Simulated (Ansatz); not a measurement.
This singlet lies 2.19 eV below the relaxed triplet at the level frozen-core CCSD(T)/cc-pVTZ // PBE0-D3(BJ)/def2-TZVP (Ansatz, an electronic-structure program).

Species: CClNSi, SMILES `[C-]#[N+][Si]Cl` (lower singlet) (charge 0, multiplicity 1).

Question: Give a relaxed geometry from PBE0-D3(BJ)/def2-TZVP run with Ansatz.

Answer: the end point of this relaxation (outside a Z-matrix the atoms follow the SMILES, hydrogens last).
Cartesian coordinates (Å) in one orientation:
```xyz
4

C     -1.914    -0.376    -0.075
N     -0.802     0.006    -0.016
Si     0.673     0.957     0.106
Cl     2.043    -0.586    -0.015
```
